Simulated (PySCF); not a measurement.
Sn(Me)(Cl)3 (CH3Cl3Sn), SMILES [CH3][Sn]([Cl])([Cl])[Cl]. Geometry optimised at B3LYP-D3(BJ)/def2-SVP. The isomer is the one that the SMILES or the coordinates give; other isomers of the formula were not compared. The def2 effective core potentials stand for the cores of Sn; spin–orbit coupling is left out.

Give the equilibrium geometry at B3LYP-D3(BJ)/def2-SVP (PySCF confirms it by a frequency run) as Cartesian coordinates in Å, and its point group. (Estimate from the structure and the level; the computed values follow.)

point group C3.
```xyz
8

C      0.0000     0.0000     2.3663
Sn     0.0000     0.0000     0.2197
Cl    -0.1775    -2.1787    -0.6528
Cl    -1.7981     1.2431    -0.6528
Cl     1.9756     0.9357    -0.6528
H      0.9850     0.3469     2.7045
H     -0.7929     0.6796     2.7045
H     -0.1921    -1.0265     2.7045
```
